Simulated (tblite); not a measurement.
Species: C4H8BNO3.
Atom-mapped SMILES: `[CH3:1][C@@H:2]([CH2:3][OH:4])[O:5][B:6]([OH:7])[C:8]#[N:9]` (hydrogens: H10, H11, H12 on C1; H13 on C2; H14, H15 on C3; H16 on O4; H17 on O7)

Computed with GFN2-xTB (tblite), gas phase: L-BFGS steps from a force-field or distance-geometry start until the largest atomic force falls under 0.01 eV/Å.

Step 143: E = -789.8734 eV
```
atom  x, y, z in Å  |  force x, y, z in eV/Å
C1     -0.1849   -1.7204   -0.0139   -0.004  -0.003  -0.027
C2     -0.6050   -0.2649   -0.2261    0.026   0.010  -0.038
C3     -1.8373    0.0838    0.6269   -0.041   0.029   0.045
O4     -2.1769    1.4385    0.5210    0.155  -0.001   0.052
O5      0.4040    0.6654    0.1526    0.055   0.009  -0.052
B6      1.6491    0.7754   -0.3587    0.003  -0.007  -0.022
O7      2.2516   -0.0187   -1.2638   -0.047   0.030   0.025
C8      2.4806    1.9841    0.1415   -0.021   0.029   0.048
N9      3.0934    2.8893    0.4838   -0.018  -0.029   0.013
H10    -1.0698   -2.3275    0.1588    0.026  -0.020   0.052
H11     0.3280   -2.1271   -0.8831    0.039  -0.004   0.024
H12     0.4741   -1.7892    0.8498   -0.068  -0.031  -0.001
H13    -0.8600   -0.0918   -1.2803    0.025   0.039  -0.052
H14    -1.6237   -0.1868    1.6725   -0.047   0.016  -0.020
H15    -2.7047   -0.4803    0.2724    0.059   0.013   0.057
H16    -1.3787    1.9485    0.7274   -0.126  -0.044  -0.056
H17     1.7529   -0.7659   -1.5911   -0.017  -0.037  -0.048
```

Step 144: E = -789.8742 eV
```
atom  x, y, z in Å  |  force x, y, z in eV/Å
C1     -0.1839   -1.7266   -0.0168    0.000   0.023  -0.019
C2     -0.6050   -0.2695   -0.2221    0.032   0.013  -0.026
C3     -1.8328    0.0886    0.6325   -0.013  -0.002   0.031
O4     -2.1708    1.4412    0.5031   -0.003  -0.061   0.031
O5      0.4028    0.6635    0.1527   -0.011   0.005   0.015
B6      1.6445    0.7773   -0.3591    0.011   0.054   0.017
O7      2.2424   -0.0157   -1.2623    0.064  -0.038  -0.088
C8      2.4754    1.9855    0.1428   -0.097  -0.097   0.025
N9      3.0888    2.8837    0.4986    0.067   0.103   0.049
H10    -1.0667   -2.3401    0.1471    0.029   0.010   0.052
H11     0.3326   -2.1217   -0.8891    0.041  -0.022   0.025
H12     0.4740   -1.8031    0.8475   -0.079  -0.018  -0.008
H13    -0.8635   -0.0941   -1.2745    0.016   0.029  -0.073
H14    -1.6139   -0.1627    1.6812   -0.045   0.002  -0.009
H15    -2.6977   -0.4849    0.2898    0.020   0.023   0.059
H16    -1.3780    1.9538    0.7085   -0.007   0.023  -0.029
H17     1.7447   -0.7629   -1.5901   -0.026  -0.047  -0.050
```

Step 145: E = -789.8755 eV
```
atom  x, y, z in Å  |  force x, y, z in eV/Å
C1     -0.1791   -1.7329   -0.0003   -0.011   0.034  -0.003
C2     -0.5957   -0.2746   -0.2115   -0.004   0.031  -0.010
C3     -1.8396    0.0890    0.6219    0.044  -0.042   0.003
O4     -2.1647    1.4430    0.4882    0.006  -0.006   0.039
O5      0.4113    0.6539    0.1824    0.067  -0.042  -0.078
B6      1.6427    0.7813   -0.3587    0.017  -0.037  -0.060
O7      2.2193    0.0059   -1.2986   -0.049   0.069   0.060
C8      2.4836    1.9820    0.1466   -0.128  -0.162  -0.011
N9      3.1025    2.8765    0.5006    0.090   0.135   0.067
H10    -1.0618   -2.3466    0.1645    0.027   0.025   0.037
H11     0.3419   -2.1310   -0.8680    0.041  -0.024   0.011
H12     0.4761   -1.8087    0.8661   -0.079  -0.004  -0.003
H13    -0.8373   -0.0952   -1.2690    0.031   0.011  -0.025
H14    -1.6452   -0.1658    1.6743   -0.031  -0.006  -0.010
H15    -2.7016   -0.4773    0.2602    0.025   0.015   0.054
H16    -1.3745    1.9499    0.7189   -0.028   0.013  -0.039
H17     1.7150   -0.7371   -1.6278   -0.020  -0.011  -0.032
```

Question: Estimate the geometry and energy of step 146. (The exact step hangs on the optimiser's Hessian estimate; all steps are aligned on step 145, rigid shifts and turns removed.)

Answer: E = -789.8767 eV, largest force 0.135 eV/Å
```
atom  x, y, z in Å  |  force x, y, z in eV/Å
C1     -0.1782   -1.7307    0.0025    0.001   0.025  -0.003
C2     -0.5965   -0.2738   -0.2166   -0.003  -0.001  -0.013
C3     -1.8396    0.0888    0.6190    0.048  -0.038  -0.009
O4     -2.1611    1.4434    0.4937    0.073   0.088   0.064
O5      0.4106    0.6554    0.1720    0.026  -0.029  -0.044
B6      1.6420    0.7812   -0.3662    0.025  -0.007  -0.029
O7      2.2197    0.0052   -1.3028   -0.025   0.030   0.018
C8      2.4809    1.9808    0.1461   -0.011  -0.013   0.031
N9      3.1008    2.8745    0.5054   -0.020  -0.019   0.009
H10    -1.0598   -2.3455    0.1682    0.018   0.022   0.020
H11     0.3502   -2.1332   -0.8593    0.023  -0.014   0.023
H12     0.4712   -1.8011    0.8738   -0.068   0.002  -0.005
H13    -0.8394   -0.0995   -1.2752    0.030   0.007  -0.007
H14    -1.6489   -0.1728    1.6697   -0.014  -0.014   0.002
H15    -2.7035   -0.4713    0.2536    0.016  -0.002   0.042
H16    -1.3717    1.9499    0.7377   -0.105  -0.045  -0.072
H17     1.7163   -0.7391   -1.6316   -0.012   0.005  -0.028
```

The energy changes by -0.0012 eV. The first-order estimate −F·Δx gives -0.0019 eV and the mean of the old and new forces, exact on a quadratic surface, -0.0012 eV. The step makes an angle of 81° with the force vector and moves no atom by more than 0.019 Å.

The cost below is that of the whole relaxation. Time: 1.4 s wall. Hardware: an Arm Neoverse V1 with one thread (shared host).
